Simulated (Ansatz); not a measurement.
Consider the substitution at a C–Al bond: `[CH3][AlH][SH]` + `[OH][GaH][SH]` → `C[O][GaH][SH]` + `[AlH2][SH]`.

Gas-phase electronic energies from Ansatz, PBE0-D4/def2-TZVP geometries. CBS: MP2 limit from def2 TZ/QZ plus the TZ coupled-cluster correction, frozen cores. This one scheme is used for every species. Functionals use def2-TZVPP. HSE06 is defined as in plane-wave codes. For Ga outer-core shells are correlated without core-valence functions, which leaves a few kJ/mol of doubt a bond. Scalar relativity is left out up to krypton. Each species was taken in one conformer, which may not be the lowest.

| level | ΔE (kJ/mol) | difference from CCSD(T)/CBS |
| --- | --- | --- |
| revPBE-D4 | 98.8 | -8.0 |
| B97M-V | 96.7 | -10.1 |
| BHLYP-D4 | 97.8 | -9.0 |
| CAM-B3LYP-D4 | 98.6 | -8.2 |
| ωB97X-V | 99.4 | -7.4 |
| ωB97M-V | 105.5 | -1.3 |
| PBE | 104.5 | -2.3 |
| HSE06 | 106.1 | -0.7 |
| RPA@PBE/def2-TZVPP | 93.4 | -13.4 |
| HF/def2-SVP | 79.4 | -27.4 |
| CCSD/def2-SVP | 85.3 | -21.5 |
| CCSD(T)/def2-SVP | 84.4 | -22.4 |
| HF/def2-QZVPP | 91.5 | -15.3 |
| MP2/def2-QZVPP | 112.8 | 6.0 |
| HF/CBS(def2) | 91.5 | -15.3 |
| CCSD/CBS(def2) | 106.4 | -0.4 |
| CCSD(T)/CBS | 106.8 | 0 |

Problem. What do rigid-rotor, harmonic-oscillator terms from PBE0-D4/def2-TZVP frequencies (298.15 K, 1 bar) make of the CCSD(T)/CBS value? (Best estimate.)

Solution. Computed: ΔZPE = -2.4 kJ/mol, ΔH = +103.9 kJ/mol, ΔS = -7 J/(mol·K), ΔG = +106.1 kJ/mol.

Largest T1 diagnostic among the species: 0.014.

Leaving LDA and LC-ωPBE aside and taking each functional with its dispersion term where it has one, the values, not all of them listed here, spread over 12.5 kJ/mol, from BLYP-D4 to PBE-QIDH. The D4 term adds −3.1 kJ/mol with B3LYP and −1.7 kJ/mol with PBE0; it sums over pairs of atoms, weighted by their polarisabilities, and B3LYP, whose exchange is more repulsive, gets the larger term. In def2-TZVPP, CCSD(T) changes the Hartree–Fock value by +11.3 kJ/mol (the triples alone add +0.4 kJ/mol) and MP2 by +19.0 kJ/mol.

B3LYP here is the variant with VWN-RPA as its local correlation; programs differ in this.
